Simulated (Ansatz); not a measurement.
Reactions of C₃H₆FN, SMILES `CC(=N)CF`.

Computed with Ansatz on PBE0-D4/def2-TZVP structures; ΔE is electronic, products minus reactants. CCSD(T)/CBS adds triple-zeta CCSD(T) − MP2 to the extrapolated MP2 energy (def2 sets, frozen cores). This one scheme is used for every species. For Br, Se outer-core shells are correlated without core-valence functions, which leaves a few kJ/mol of doubt a bond. Scalar relativity is left out up to krypton. One conformer a species, not always the lowest.

```tsv
reaction	HF/CBS(def2) (eV)	CCSD(T)/CBS(def2) (eV)
`CC(=N)CF` → `NC1(F)CC1`	0.51	0.39
`CC(=N)CF` + HBr → `CC(=N)CBr` + H–F	-0.06	-0.37
`CC(=N)CF` + H₂S → `CC(=N)S` + `CF`	0.18	0.10
`CC(=N)CF` + `[AlH3]` → `C[C](=N)[AlH2]` + `CF`	0.08	-0.01
`CC(=N)CF` → `C=C(F)NC`	0.38	0.40
`CC(=N)CF` → `C=C(N)CF`	0.18	0.14
`CC(=N)CF` + `OC(F)[SeH]` → `COC(F)[SeH]` + `N=CCF`	0.67	0.80
`CC(=N)CF` + H₂ → `N=CCF` + CH₄	-0.63	-0.43
`CC(=N)CF` + H₂ → `CC(C)=N` + H–F	-1.09	-1.14
```

Largest T1 diagnostic: 0.013, for `CC(=N)S`.
